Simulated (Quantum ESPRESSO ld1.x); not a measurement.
Q: The mean radii <r> (bohr) of the occupied orbitals of an atom or ion are listed with their occupations. Calculated with ld1.x of Quantum ESPRESSO 7.5: Dirac Kohn-Sham, PBE, spin-unpolarised, spherical densities, point nucleus.

orbital     occ.      <r>
1s1/2          2  0.04408
2s1/2          2   0.1957
2p1/2          2   0.1685
2p3/2          4   0.1723
3s1/2          2   0.5739
3p1/2          2   0.5824
3p3/2          4   0.5930
3d3/2          4   0.6281
3d5/2          6   0.6324
4s1/2          2    1.796
4p1/2    1.33333    2.268
4p3/2    2.66667    2.320

Name the element and its charge. Open shells, if any, are shared by 2j + 1.

A: Z = 34, selenium, charge 0: Se in [Ar] 3d10 4s2 4p4. The 1s radius gives Z: for a bare nucleus <r> = (2 gamma + 1)/(2Z) with gamma = sqrt(1 - (Z/c)^2), 0.0432 bohr for Z = 34, and screening makes it slightly larger (0.04408 here). The occupations add up to 34, and the charge is Z minus that.
